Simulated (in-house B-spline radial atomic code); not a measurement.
Atomic self-consistent-field run: Se8+. Method: Dirac-Kohn-Sham PBEsol, spherical fractional occupations, Fermi nucleus of rms radius 4.14 fm. Calculated with an all-electron radial atomic-structure program (B-spline basis).

Command:
```bash
python run_scf.py task.json out
```
Settings (nuclear radius in fm, mass in u):
```
Z                34
configuration    [Ar] 3d8
hamiltonian      dirac
method           pbesol
spin_polarised   False
nucleus          fermi
rms_radius       4.14
atomic_mass      79.91652
speed_of_light   137.035999084
```

Output (hartree, bohr):
```
 radial grid: 64 intervals, B-splines of order 8, outer radius 7.931 bohr

 iter        energy (Eh)    residual
    1       -2377.024873    1.44e+00
    2       -2395.761670    9.75e-01
    3       -2405.686642    2.37e-01
    4       -2406.376672    4.84e-02
    5       -2406.392258    2.94e-02
    6       -2406.404288    1.33e-03
    7       -2406.404296    4.72e-05
    8       -2406.404296    6.89e-07
    9       -2406.404296    1.17e-08

 total energy                     -2406.40430
 kinetic                            2464.5636
 electron-nucleus                  -5658.1358
 Hartree                             868.4401
 exchange-correlation                -81.2722

 first-order corrections (not in the total)
   Gaunt                             1.2891
   retardation                      -0.1221
   frequency dependence             -0.0052
   self-energy                       0.8652
   Uehling                          -0.0859
   Wichmann-Kroll                    0.0009
   recoil                            0.0121

 orbital      occ     eigenvalue          <r>       <r^2>       <1/r>     <1/r^2>       <r^4>       r_max    small
 1s1/2      2.000      -465.1190    0.0441039  0.00261886     34.5432     2477.45 1.76654e-05     0.02881  1.52e-02
 2s1/2      2.000       -65.0612     0.195691   0.0452116     7.68359     255.445  0.00353927      0.1646  2.98e-03
 2p1/2      2.000       -59.0123     0.168477   0.0348432     7.65018     83.1629  0.00244886      0.1296  2.97e-03
 2p3/2      4.000       -57.4784     0.172263   0.0362969     7.41397     75.1309  0.00263593      0.1327  2.91e-03
 3s1/2      2.000       -13.4925     0.561298     0.36139      2.5583     43.4958    0.203842      0.4977  7.41e-04
 3p1/2      2.000       -11.4092     0.563734    0.370548     2.45269     13.7866    0.226221      0.4881  6.96e-04
 3p3/2      4.000       -11.1784     0.572955    0.382501     2.39771     12.5054    0.240616      0.4963  6.79e-04
 3d3/2      3.200        -7.5816     0.570497    0.394052     2.18235      6.1418    0.304908      0.4355  5.79e-04
 3d5/2      4.800        -7.5434     0.573532    0.398057     2.16875     6.05221    0.310708      0.4379  5.74e-04
```

Time taken, with all properties: 1.2 s on 1 thread of Arm Neoverse V2 (shared host).

For the Dirac Hamiltonian the kinetic term is c α·p + (β - 1)c².
